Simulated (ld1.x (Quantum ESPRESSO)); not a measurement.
## What the settings do to the TM potential of copper

Base potential:

| Quantity | Value |
| --- | --- |
| Element | copper |
| Generator | ld1.x (Quantum ESPRESSO) 7.5 |
| Type | norm-conserving Troullier–Martins (Kleinman–Bylander form) |
| Functional | LDA (PZ) |
| Relativity | fully relativistic |
| Frozen core | [Ne] 3s2 |
| Valence charge | 17 |
| Reference configuration | 3p6 3d10 4s1 4p0 |
| Partial waves | 4s (bound): rc 2.25 bohr; 3d (bound): rc 1.45 bohr; 3p (bound): rc 0.90 bohr |
| Local potential | the p channel |
| Core correction | none |

Open shells are filled in proportion to 2j + 1 (rel_dist='average').

All-electron outer shells of the reference configuration (LDA (PZ), scalar-relativistic, ld1.x):

```
shell  level (eV)  outermost node (bohr)  outermost maximum (bohr)
   2p     -916.44                      –                      0.16
   3s     -114.15                   0.29                      0.61
   3p      -72.03                   0.26                      0.62
   3d       -5.32                      –                      0.60
   4s       -4.87                   0.89                      2.24
   4p       -0.79                   0.98                      3.52
```

Cutoffs, loose and tight: the cutoffs (Ry, on a coarse ladder) from which the occupation-weighted sum of valence levels, in a spherical-Bessel basis at the reference potential, stays within 10 and 1 mRy of its value at 400 Ry. They do not see the model core or the augmentation charge, which bear on the density cutoff. Test errors are all-electron minus pseudo excitation energies from the reference, over the configurations 3p6 3d10 4s0 4p0; 3p6 3d9 4s0 4p0; 3p6 3d8 4s0 4p0; 3p6 3d9 4s2 4p0; 3p6 3d9 4s1 4p0; 3p6 3d7 4s0 4p0; 3p6 3d9 4s1 4p1. A dash means not determined; rows that change the core or the reference have their own tests.

A true bound ghost makes a file unfit for plane-wave use even where its test errors are small: the radial tests pick states by their node count and pass the ghost by.

```csv
change,outcome,"cutoff, loose","cutoff, tight",bound ghosts,largest test error (meV)
base,"generated, misses its reference levels by 1.74 eV",160 Ry,230 Ry,"s, p1/2 (extra level of the local part)",+170
reference 3p6 3d10 4s0 4p1,"generated, misses its reference levels by 1.74 eV",160 Ry,230 Ry,"s, p1/2 (extra level of the local part)",-233
local potential all-electron potential smoothed inside 0.80 bohr (lloc = -1),generated,160 Ry,230 Ry,s,+163
wave 4s (bound): rc 2.25 bohr becomes 4s (bound): rc 2.82 bohr,"generated, misses its reference levels by 1.74 eV",160 Ry,230 Ry,"s, p1/2 (extra level of the local part)",-123
scalar-relativistic,generated,160 Ry,230 Ry,s,+157
"all radii scaled by about 1.35 (s 3.02, p 1.22, d 1.96 bohr)","generated, misses its reference levels by 1.74 eV",100 Ry,160 Ry,"s, p1/2 (extra level of the local part)",+814
wave 3p (bound): rc 0.90 bohr becomes 3p (bound): rc 1.36 bohr,"generated, misses its reference levels by 1.74 eV",140 Ry,230 Ry,"s, p1/2 (extra level of the local part)",+92
functional PBEsol,"generated, misses its reference levels by 1.73 eV",160 Ry,230 Ry,"s, p1/2 (extra level of the local part)",+161
core correction a·sin(br)/r model core inside 0.36 bohr,"generated, misses its reference levels by 1.74 eV",160 Ry,230 Ry,"s, p1/2 (extra level of the local part)",+70
type RRKJ; local potential the s channel; rho0 0.001,generated,160 Ry,260 Ry,none,"no test is counted, since the test run did not reproduce the reference configuration"
wave 3d (bound): rc 1.45 bohr becomes 3d (bound): rc 1.48 bohr,"generated, misses its reference levels by 1.74 eV",160 Ry,230 Ry,"s, p1/2 (extra level of the local part)",+170
wave 4s (bound): rc 2.25 bohr becomes 4s (bound): rc 3.10 bohr,"generated, misses its reference levels by 1.74 eV",160 Ry,230 Ry,"s, p1/2 (extra level of the local part)",-281
```
